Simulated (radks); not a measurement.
Values are calculated unless marked as measured or tabulated.
Task: Ionisation of neutral silicon, [Ne] 3s2 3p2, to Si+, [Ne] 3s2 3p1, under several functionals. Dirac Kohn-Sham, spin-unpolarised, spherical densities, finite nucleus; open shells fill j = l - 1/2 first; a radial shooting solver on a logarithmic mesh with Libxc functionals. Known Delta-SCF values: PBE 7.755 eV; XLYP 7.632 eV; HCTH/407 7.889 eV. What does exchange-only B88 give, and what is its highest occupied eigenvalue?

Result: 6.980 eV by Delta-SCF; the 3p1/2 eigenvalue is -3.374 eV. NIST: 8.152 eV (measured).

Beside tabulated values, note that spin-unpolarised runs miss the spin-polarisation part of the exchange energy of open shells.
